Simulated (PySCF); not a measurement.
## Titanium: a sound run and one with changed settings

Sound run: Ti [Ar] 3d2 4s2, Ti+ [Ar] 3d2 4s1. Calculation: PySCF 2.14, in def2-SVP (5s3p2d1f, 31 functions); no relativity, point nucleus. The sound run starts from symmetry-adapted Hartree-Fock orbitals and uses a fine grid where one is needed.

A second run was set up differently.

| species | method | sound run (hartree) | changed run (hartree) | converged |
| --- | --- | --- | --- | --- |
| Ti | UHF | -848.28729 | -848.28729 | yes |
| Ti | MN15 | -849.19246 | -849.39452 | yes |
| Ti | r2SCAN | -849.18894 | -851.54792 | no |
| Ti+ | UHF | -848.08412 | -848.08412 | yes |
| Ti+ | MN15 | -848.93856 | -849.13437 | yes |
| Ti+ | r2SCAN | -848.95506 | -851.16896 | no |

Ionisation energy of Ti:

| method | sound run (eV) | changed run (eV) |
| --- | --- | --- |
| UHF | 5.529 | 5.529 |
| MN15 | 6.909 | 7.079 |

Question: What was changed?
A. all electrons correlated in a valence basis
B. minimal basis
C. basis contracted for another Hamiltonian
D. angular grid far too coarse

Answer: D. It used 6 angular points. A coarse angular grid integrates products of high-l functions wrongly, so density functionals can shift, and the SCF can exploit the error; Hartree-Fock and MP2 need no grid.
